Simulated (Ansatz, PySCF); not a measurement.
This Ansatz (a first-principles code) input computes a B3LYP/def2-TZVPD energy:

Ansatz 0.2 input:
```yaml
crystal:
  periodic: [false, false, false]
  atoms:
    - {symbol: Ba, position_ang: [-0.00000000, -0.00000000, -0.30023527]}
    - {symbol: F, position_ang: [0.00000000, 0.00000000, 1.86813054]}
basis:
  gaussian:
    orbitals: def2-TZVPD
hamiltonian:
  xc: {name: B3LYP}
magnetization: {spin_polarized: true, initial_magnetization: 1}
output: {forces: true}
```

### Question
Write an input for the same energy in PySCF and say what it gives.

### Answer

```python
from pyscf import gto, scf, dft

mol = gto.M(
    atom='''
    Ba   -0.00000000   -0.00000000   -0.30023527
    F     0.00000000    0.00000000    1.86813054
    ''',
    basis='def2-tzvpd',
    ecp='def2-tzvp',
    charge=0,
    spin=1,
    symmetry='C2v',
    verbose=4,
)

mf = dft.UKS(mol, xc='b3lyp').density_fit(auxbasis='def2-universal-jkfit')
mf.grids.level = 3
mf.conv_tol = 1e-9
mf.max_cycle = 100
mf.max_memory = 1500
mf.kernel()
if not mf.converged:
    mf = mf.newton()
    mf.kernel(mf.make_rdm1())
mf.analyze()
```
It gives -125.45107 Eh, and Ansatz -125.45607 Eh, a difference of 5.00 mEh. That is more than fitting and grids explain: the two runs ended on different electronic states or use different definitions.
